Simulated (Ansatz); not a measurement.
Gas-phase electronic energies from Ansatz, PBE0-D4/def2-TZVP geometries. CCSD(T)/CBS is the MP2 limit (def2-TZVPP, def2-QZVPP) plus CCSD(T) − MP2 in def2-TZVPP, frozen cores. DFT in def2-TZVPP. HSE06 is defined as in plane-wave codes. Elements past krypton have def2 core potentials. For Cd outer-core shells are correlated without core-valence functions, which leaves a few kJ/mol of doubt a bond. One conformer a species, not always the lowest.

Reaction (formal exchange of groups at a Cd–F bond): `[F][Cd][O][SiH3]` + `NC1(O)C=N1` → `[OH][Cd][O][SiH3]` + `NC1(F)C=N1`

Task: Is it downhill or uphill in electronic energy at CCSD(T)/CBS, and by how much? (Best estimate.)

Result: Ansatz gave: Uphill: ΔE = +0.29 eV.

Task: What do these levels give: BHLYP-D4, ωB97X-V, B2PLYP, HSE06, HF/CBS(def2), MP2/CBS(def2)? (Best estimate.)

Result: Ansatz gave: BHLYP-D4 0.29, ωB97X-V 0.28, B2PLYP 0.25, HSE06 0.27, HF/CBS(def2) 0.36, MP2/CBS(def2) 0.27 eV.

Task: What do rigid-rotor, harmonic-oscillator terms from PBE0-D4/def2-TZVP frequencies (298.15 K, 1 bar) make of the CCSD(T)/CBS value? (Estimate.)

Result: The calculation gave: ΔZPE = -0.04 eV, ΔH = +0.27 eV, ΔS = 16 J/(mol·K), ΔG = +0.22 eV. Modes under 50 cm⁻¹ make the entropy rough.

Largest T1 diagnostic among the species: 0.016.

From BLYP to BHLYP (50 % exact exchange), in def2-TZVPP and without D4, ΔE moves by +0.05 eV. In def2-TZVPP, CCSD(T) changes the Hartree–Fock value by −0.10 eV (the triples alone add −0.01 eV) and MP2 by −0.11 eV.
